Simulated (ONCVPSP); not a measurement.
**Scattering properties, ONCV potential for osmium**

ONCVPSP 4.0.1 input, shortened (lines: element, Z, core and valence counts, functional; n l f; lmax; l rc ep ncon nbas qcut; lloc lpopt rc5 dvloc0; l nproj debl; icmod fcfact rcfact), BLYP, scalar-relativistic:

```
  Os 76.00   11    3  -106131      upf
    1    0    2.00
    2    0    2.00
    2    1    6.00
    3    0    2.00
    3    1    6.00
    3    2   10.00
    4    0    2.00
    4    1    6.00
    4    2   10.00
    4    3   14.00
    5    0    2.00
    5    1    6.00
    5    2    7.00
    6    0    1.00
    3
    0    2.45    0.00    4    7    2.30
    1    1.35    0.00    5    8    6.20
    2    2.10    0.00    3    8    6.60
    3    1.90    0.21    4    8    6.80
    4    5    1.00    0.00
    0    2    3.10
    1    2    1.50
    2    3    2.40
    3    2    2.00
    3    1.30    1.05
```

In the p channel the program set the typed energies aside and used -1.783, 0.250 Ha.

The phase is arctan(r·R′/R) of the radial function R(r), unwrapped; energies in Ha, scanned from -3 to 5 Ha. A pole is an energy at which the radial function vanishes at the test radius. The pseudo phase is shifted by a multiple of π to meet the all-electron one at the reference energy, and phase errors are pseudo minus all-electron; the curves can meet again beyond the range given. Levels narrower than the energy grid can be missing from the lists of poles.

Question: For each channel, where are the poles, and over which energies does the pseudopotential scatter like the atom?

Answer:

| channel | radius (bohr) | reference energy (Ha) | poles, all-electron | poles, pseudo | unbroken range about the reference energy with phases within 0.05 rad | phase error 1 Ha above the reference energy (rad) |
| --- | --- | --- | --- | --- | --- | --- |
| s | 2.49 | -0.20 | 1.24 | 1.22 | below 2.7 | -0.003 |
| p | 1.37 | -1.78 | 0.58 | 0.58 | the whole range | -0.000 |
| d | 2.13 | -0.17 | 0.46 | 0.46 | the whole range | +0.000 |
| f | 1.92 | 0.21 | -1.80, 3.52 | 3.45 | -1.7 to 4.2 | -0.004 |

Note: ghosts flagged at negative energy: s at -230.7 eV; GHOST(+) flagged for s at 74.4 eV, p at 373.6 eV. A true bound ghost makes a file unfit for plane-wave use.

Phases in the d channel:

| E (Ha) | all-electron | pseudo |
| --- | --- | --- |
| -2.98 | 1.322 | 1.322 |
| -2.54 | 1.292 | 1.292 |
| -2.10 | 1.248 | 1.248 |
| -1.66 | 1.176 | 1.176 |
| -1.22 | 1.032 | 1.032 |
| -0.78 | 0.598 | 0.598 |
| -0.34 | -0.776 | -0.776 |
| 0.10 | -1.396 | -1.396 |
| 0.54 | -1.598 | -1.598 |
| 0.98 | -1.729 | -1.729 |
| 1.42 | -1.875 | -1.875 |
| 1.86 | -2.143 | -2.143 |
| 2.30 | -2.904 | -2.904 |
| 2.74 | -3.953 | -3.953 |
| 3.18 | -4.332 | -4.332 |
| 3.62 | -4.483 | -4.483 |
| 4.06 | -4.565 | -4.565 |
| 4.50 | -4.618 | -4.618 |
| 4.94 | -4.657 | -4.657 |
